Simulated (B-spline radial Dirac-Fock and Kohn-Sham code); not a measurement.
## 1s emission of I⁷⁺

System: the I⁷⁺ ion, [Kr] 4d10, inside a Watson sphere of charge -7 and radius 1.6 Å (a model of the Madelung potential; inside it an electron's potential energy is raised by 63.0 eV).

The computed values come from a radial B-spline solver: a relativistic independent-particle model: LDA orbitals of the hole state, radiative multipoles to third order, Auger rates from the Coulomb interaction with a continuum orbital, Dirac-Fock energies.

```csv
line,multipole,energy (eV),width (meV),share (%)
Kα2 (K-L2),E1,28316.5,2640,28.9
Kα1 (K-L3),E1,28611.4,4910,53.6
Kβ3 (K-M2),E1,32236.5,451,4.92
Kβ1 (K-M3),E1,32293.2,877,9.57
Kβ5'' (K-M4),E2,32539.3,4.36,0.0476
Kβ5' (K-M5),E2,32550.8,5.98,0.0653
Kβ2'' (K-N2),E1,33028.5,90.7,0.990
Kβ2' (K-N3),E1,33039.7,177,1.93
```

The listed lines hold 100.0 % of the radiative rate. The radiative width is 9.16 eV in the length form and 9.38 eV in the velocity form; the two differ because the transition energies are not eigenvalue differences of the potential that gave the orbitals. Kα2/Kα1 is 0.538 and Kβ/Kα is 0.213.
